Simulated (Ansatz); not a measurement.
Ansatz (a first-principles code) input:

Ansatz 0.2 input:
```yaml
crystal:
  periodic: [false, false, false]
  atoms:
    - {symbol: Ge, position_ang: [-0.01104719, -0.02428911, 0.76784213]}
    - {symbol: Br, position_ang: [1.09411213, -1.62548576, -0.38711500]}
    - {symbol: Br, position_ang: [-1.08401184, 1.64769295, -0.31491209]}
basis:
  gaussian:
    orbitals: def2-TZVP
hamiltonian:
  xc: b3lyp
  dispersion: d3bj
total_charge: 1
magnetization: {spin_polarized: true, initial_magnetization: 1}
phonons: {temperatures: {t_min: 298.15, t_max: 298.15, t_step: 100}}
```

**Question.** What final total energy does it print?

**Answer.** -7225.16542 Eh (B3LYP-D3(BJ)/def2-TZVP). The basis has 144 functions.
